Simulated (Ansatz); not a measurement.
def2 core potentials replace the inner electrons of Sn.

Species: C5H11F3O3Sn, SMILES `C[O][Sn]([CH2]C(F)(F)F)([O]C)[O]C` with one electron removed (charge 1, multiplicity 2).

Q: Give a relaxed geometry from Ansatz (a program for electronic structure) with PBE0-D3(BJ)/def2-SVP.

A: One answer among several that fit: the end point of this relaxation, one of several conformers (outside a Z-matrix the atoms follow the SMILES, hydrogens last).
Z-matrix (Å, degrees):
```
Sn
O 1 1.9287
C 2 1.4238 1 126.75
H 3 1.0991 2 106.40 1 168.74
H 3 1.1011 4 108.62 2 -120.04
H 3 1.1022 4 108.37 5 -118.55
O 1 2.0170 2 103.66 3 -167.17
C 7 1.3988 1 124.39 2 -19.31
H 8 1.1001 7 113.53 1 13.85
H 8 1.1035 9 111.18 7 124.33
H 8 1.1089 9 109.26 10 117.12
O 1 2.0381 2 104.77 3 112.57
C 12 1.3902 1 128.73 2 -173.20
H 13 1.1002 12 114.25 1 21.59
H 13 1.1054 14 111.03 12 124.98
H 13 1.1092 14 109.07 15 116.18
C 1 2.1347 2 128.70 3 -31.53
H 17 1.0988 1 109.25 2 -159.07
H 17 1.0995 18 109.65 1 -117.81
C 17 1.5115 18 111.66 19 -122.88
F 20 1.3138 17 112.13 18 68.35
F 20 1.3382 21 108.90 17 122.43
F 20 1.3451 21 108.77 22 116.26
```
